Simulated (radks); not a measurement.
The numbers below are computed, except where a source is named.
All-electron atom: Xe VII in [Kr] 4d10 5s2.

Level of theory: scalar-relativistic Kohn-Sham, PBE, spin-polarised, spherical densities, finite nucleus; Fermi nuclear charge, rms radius 4.7859 fm (a radial shooting solver on a logarithmic mesh with Libxc functionals).

Energy parts (hartree):
| part | energy |
|---|---|
| total | -7438.70479 |
| kinetic | 7822.57682 |
| electron-nucleus | -17868.39976 |
| Hartree | 2791.33089 |
| exchange-correlation | -184.21274 |

Orbitals (lengths in bohr, moments of r in powers of bohr; <r^-3> diverges for s and p1/2; r(90%) holds 90 % of the orbital's charge):
orbital,occ.,eigenvalue (hartree),r(90%),<r>,<r^2>,<r^-3>
1s,2,-1265.976,0.0480,0.02666,0.0009638,-
2s,2,-199.4295,0.177,0.1146,0.01549,-
2p,6,-179.2493,0.163,0.1003,0.01228,6170
3s,2,-43.03776,0.450,0.3063,0.1072,-
3p,6,-36.51848,0.456,0.3043,0.1074,1191
3d,10,-26.85034,0.440,0.2808,0.09320,164.1
4s,2,-10.04041,1.03,0.7151,0.5771,-
4p,6,-7.97013,1.11,0.7617,0.6598,239.7
4d,10,-4.94100,1.30,0.8623,0.8629,25.93
5s,2,-3.16675,2.32,1.637,2.986,-

The highest occupied level is 5s at -86.172 eV. The density falls to 0.001 e/bohr^3 at r = 2.92 bohr. Summed over all electrons, <r^2> = 21.61 bohr^2, which gives a Langevin (diamagnetic) susceptibility term of -17.1 x 10^-6 cm^3/mol.
